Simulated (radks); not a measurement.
Q: Ionisation of the manganese ion Mn3+, [Ar] 3d4, to [Ar] 3d3 as the strength of local exchange is varied. All-electron calculation, scalar-relativistic Kohn-Sham, Slater X-alpha exchange (alpha = 2/3 is LDA exchange), no correlation, spin-unpolarised, spherical densities, finite nucleus; Fermi nuclear charge, rms radius 3.7057 fm. Program: a radial shooting solver on a logarithmic mesh with Libxc functionals.

alpha  E(Mn3+) (hartree)  exchange (hartree)  IE (eV)  -e of the level emptied (eV)  <r> of it (bohr)
0.576        -1145.72744           -40.19485   46.986                   37.700 (3d)             1.074
0.594        -1146.98492           -41.49235   47.439                   38.111 (3d)             1.069
0.645        -1150.55458           -45.18210   48.736                   39.294 (3d)             1.056
0.667        -1152.09754           -46.77991   49.302                   39.811 (3d)             1.050
0.953        -1172.32597           -67.88742   57.038                   46.943 (3d)            0.9846
x            -1145.44818           -39.90685   46.886                   37.608 (3d)             1.075

Which alpha was used in the last row?

A: alpha = 0.572. NIST Atomic Spectra Database: 51.2 +/- 0.12 eV (semi-empirical). The Delta-SCF value meets it near alpha = 0.74. Spin polarisation and multiplet splitting are left out, so open shells lie too high by an amount that depends on their filling.

Beside tabulated values, note that spin-unpolarised runs miss the spin-polarisation part of the exchange energy of open shells.
